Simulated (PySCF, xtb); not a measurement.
In(OH)(SeH)2 (H3InOSe2), SMILES [SeH][In]([SeH])[OH].

GFN2-xTB in xtb at its own geometry gives an orbital gap of 2.35 eV and a dipole moment of 1.59 D.

Geometry optimised at B3LYP-D3(BJ)/def2-SVP. The structure was generated by enumeration; whether it is a known compound was not checked. The def2 effective core potentials stand for the cores of In; spin–orbit coupling is left out. One conformer was computed; it need not be the lowest.

Question: What does PySCF with PBE0/def2-TZVP give? (The exact figures need the calculation; the answer reports its results.)

Answer: gap 5.13 eV (levels -7.25 and -2.12 eV), dipole 1.74 D.
